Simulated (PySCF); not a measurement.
# Electron correlation in Kr²⁺ (krypton, charge +2)

[Ar] 3d10 4s1 4p4 4d1, one real determinant (an excited configuration). Computed with PySCF 2.14 in dyall-av2z (16s12p8d, 92 functions), with no relativity, point nucleus. Frozen: [Ar] 3d10; 6 electrons correlated; the 33 highest virtual orbitals of each spin left out.

MP2 pair energies summed by pair of shells (mhartree):

| pair | energy | share (%) |
| --- | --- | --- |
| 4p-4p | -59.11 | 85.1 |
| 4s-4p | -5.76 | 8.3 |
| 4p-4d | -4.00 | 5.8 |
| 4s-4d | -0.63 | 0.9 |

Total MP2 correlation energy: -69.50 mhartree.

Same-spin part -16.29 and opposite-spin part -53.21 mhartree; SCS-MP2 scales them by 1/3 and 6/5 to -69.28 mhartree.

The reference is one real determinant that mixes LS terms of this configuration.
